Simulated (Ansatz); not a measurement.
Consider the atomization: `F[SiH]1[CH2][AlH][S]1` → Al• + C• + F• + 4 H• + S• + Si•.

Isolated molecules relaxed with PBE0-D4/def2-TZVP in Ansatz; ΔE leaves out vibrations. CCSD(T)/CBS adds triple-zeta CCSD(T) − MP2 to the extrapolated MP2 energy (def2 sets, frozen cores). This one scheme is used for every species, atoms too. Open shells (•) are unrestricted, without spin–orbit coupling. Spin–orbit coupling would lower the free atoms: a little for Al, C, F, S, Si.

```csv
species,HF/def2-QZVPP energy (Eh)
`F[SiH]1[CH2][AlH][S]1`,-1068.29283
Al•,-241.88067
C•,-37.69363
F•,-99.41589
H•,-0.49998
S•,-397.51300
Si•,-288.85873
```

Q: Work out ΔE.

A: ΔE = 4 × (-0.49998) + (-241.88067) + (-37.69363) + (-99.41589) + (-397.51300) + (-288.85873) − (-1068.29283) = 0.93099 Eh = +2444.3 kJ/mol. CCSD(T)/CBS gives +3274.5 kJ/mol.

Largest T1 diagnostic among the species: 0.018.

In def2-TZVPP, CCSD(T) changes the Hartree–Fock value by +737.1 kJ/mol (the triples alone add +51.9 kJ/mol) and MP2 by +814.0 kJ/mol; breaking electron pairs costs correlation energy, which Hartree–Fock lacks. The D4 term adds +41.0 kJ/mol with B3LYP and +21.2 kJ/mol with PBE0; it sums over pairs of atoms, weighted by their polarisabilities, and B3LYP, whose exchange is more repulsive, gets the larger term.

B3LYP here is the variant with VWN-RPA as its local correlation; programs differ in this.

For atomizations the MP2-based limit and the directly extrapolated one differ by several kJ/mol either way, and by 10 to 25 for some Ge, Se and Sn compounds, so smaller differences from it don't rank the levels.
